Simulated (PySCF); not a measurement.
C₂H₅Cd, SMILES [CH2]([Cd])C (connectivity only; charge and spin as stated), neutral, multiplicity 2.

Geometry: PBE0-D3(BJ)/def2-TZVP. The spin state was assumed, not searched. The isomer is the one that the SMILES or the coordinates give; other isomers of the formula were not compared. The def2 effective core potentials stand for the cores of Cd; spin–orbit coupling is left out.

Calculation: PBE0-D3(BJ)/def2-TZVP run with PySCF 2.14.0.

Frequencies are harmonic and unscaled.

Computed vibrational spectrum:
```json
[
 {"mode": "1", "ν (cm⁻¹)": "156", "IR (km/mol)": "0.0", "moving atoms (share of kinetic energy)": "C 64 %, H 21 %, Cd 16 %"},
 {"mode": "2", "ν (cm⁻¹)": "203", "IR (km/mol)": "0.0", "moving atoms (share of kinetic energy)": "H 92 %"},
 {"mode": "3", "ν (cm⁻¹)": "267", "IR (km/mol)": "0.5", "moving atoms (share of kinetic energy)": "C 73 %, H 19 %"},
 {"mode": "4", "ν (cm⁻¹)": "567", "IR (km/mol)": "2.2", "moving atoms (share of kinetic energy)": "H 88 %, C 12 %"},
 {"mode": "5", "ν (cm⁻¹)": "875", "IR (km/mol)": "0.5", "moving atoms (share of kinetic energy)": "H 96 %"},
 {"mode": "6", "ν (cm⁻¹)": "887", "IR (km/mol)": "3.2", "moving atoms (share of kinetic energy)": "H 94 %"},
 {"mode": "7", "ν (cm⁻¹)": "1026", "IR (km/mol)": "50.4", "moving atoms (share of kinetic energy)": "C 73 %, H 27 %"},
 {"mode": "8", "ν (cm⁻¹)": "1084", "IR (km/mol)": "65.5", "moving atoms (share of kinetic energy)": "H 63 %, C 37 %"},
 {"mode": "9", "ν (cm⁻¹)": "1230", "IR (km/mol)": "0.6", "moving atoms (share of kinetic energy)": "H 71 %, C 29 %"},
 {"mode": "10", "ν (cm⁻¹)": "1398", "IR (km/mol)": "7.8", "moving atoms (share of kinetic energy)": "H 82 %, C 18 %"},
 {"mode": "11", "ν (cm⁻¹)": "1453", "IR (km/mol)": "0.1", "moving atoms (share of kinetic energy)": "H 88 %, C 12 %"},
 {"mode": "12", "ν (cm⁻¹)": "1483", "IR (km/mol)": "1.9", "moving atoms (share of kinetic energy)": "H 96 %"},
 {"mode": "13", "ν (cm⁻¹)": "1486", "IR (km/mol)": "10.0", "moving atoms (share of kinetic energy)": "H 97 %"},
 {"mode": "14", "ν (cm⁻¹)": "3008", "IR (km/mol)": "44.6", "moving atoms (share of kinetic energy)": "H 96 %"},
 {"mode": "15", "ν (cm⁻¹)": "3077", "IR (km/mol)": "1.7", "moving atoms (share of kinetic energy)": "H 93 %"},
 {"mode": "16", "ν (cm⁻¹)": "3087", "IR (km/mol)": "30.6", "moving atoms (share of kinetic energy)": "H 94 %"},
 {"mode": "17", "ν (cm⁻¹)": "3111", "IR (km/mol)": "14.3", "moving atoms (share of kinetic energy)": "H 91 %, C 9 %"},
 {"mode": "18", "ν (cm⁻¹)": "3154", "IR (km/mol)": "17.0", "moving atoms (share of kinetic energy)": "H 90 %, C 10 %"}
]
```
